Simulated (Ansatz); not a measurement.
Bond stretch in H4SSi, SMILES S[SiH3]. The Si1–S5 bond (Si1 also carries H, H, H; S5 carries H) is stretched with both fragments frozen at the PBE0/def2-TZVP optimised geometry.

UHF/cc-pVTZ (Ansatz, a program for electronic structure); RHF/cc-pVTZ (Ansatz); UKS-B3LYP = unrestricted B3LYP/cc-pVTZ in Ansatz; RKS-B3LYP = restricted B3LYP/cc-pVTZ in Ansatz.

Scanned distances (Å): 1.74, 1.81, 1.92, 2.03, 2.10, 2.14, 2.20, 2.26, 2.38, 2.50, 2.68, 2.90, 3.23, 3.52, 3.88, 4.33, 4.70, 5.33, 5.78, 6.33, 7.44.

Where does the unrestricted solution first break spin symmetry (<S²> of 0.01 or more)?

UHF: between 2.68 and 2.90 Å; UKS-B3LYP: between 3.23 and 3.52 Å.

```csv
R / Å,<S²> UHF,E(RHF) − E(UHF) / kJ/mol,<S²> UKS-B3LYP,E(RKS-B3LYP) − E(UKS-B3LYP) / kJ/mol
1.74,0.00,0.0,0.00,0.0
1.81,0.00,0.0,0.00,0.0
1.92,0.00,0.0,0.00,0.0
2.03,0.00,0.0,0.00,0.0
2.10,0.00,0.0,0.00,0.0
2.14,0.00,0.0,0.00,0.0
2.20,0.00,0.0,0.00,0.0
2.26,0.00,0.0,0.00,0.0
2.38,0.00,0.0,0.00,0.0
2.50,0.00,0.0,0.00,0.0
2.68,0.00,0.0,0.00,0.0
2.90,0.25,4.2,0.00,0.0
3.23,0.71,53.2,0.00,0.0
3.52,0.88,110.6,0.38,6.4
3.88,0.96,178.6,0.69,28.7
4.33,1.00,249.3,0.86,58.1
4.70,1.01,295.0,0.93,78.0
5.33,1.02,352.2,0.99,102.0
5.78,1.02,380.5,1.00,113.0
6.33,1.02,405.0,1.00,121.8
7.44,1.02,434.6,1.01,131.1
```
